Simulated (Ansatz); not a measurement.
Species: silanone, sum formula H$_{2}$SiO (charge 0, singlet). 
Structure (B3LYP-D3(BJ)/def2-TZVP (Ansatz, a quantum-chemistry and plane-wave program) minimum search):
```
Si
O 1 1.5195
H 1 1.4808 2 124.04
H 1 1.4808 3 111.91 2 180.00
```
Charge 0, spin multiplicity 1.

Basis-set convergence of Hartree-Fock and MP2 correlation energies (hartree) with Ansatz. Correlated levels leave the core frozen unless marked. Spin-orbit coupling is left out. No relativistic terms.

```json
[
 {"basis": "def2-SVPD", "functions": "63", "E(HF)": "-364.78683", "E(corr, MP2)": "-0.30252"},
 {"basis": "def2-TZVPPD", "functions": "122", "E(HF)": "-364.98657", "E(corr, MP2)": "-0.36323"},
 {"basis": "def2-QZVPPD", "functions": "208", "E(HF)": "-364.99894", "E(corr, MP2)": "-0.38932"}
]
```

Extrapolating the two largest sets (X = 3 and 4) as X^-3: E(corr) = (64·(-0.38932) - 27·(-0.36323))/37 = -0.4084 Eh, an estimate of the basis-set limit. The largest set recovers 95.3 % of it, the smallest 74.1 %.
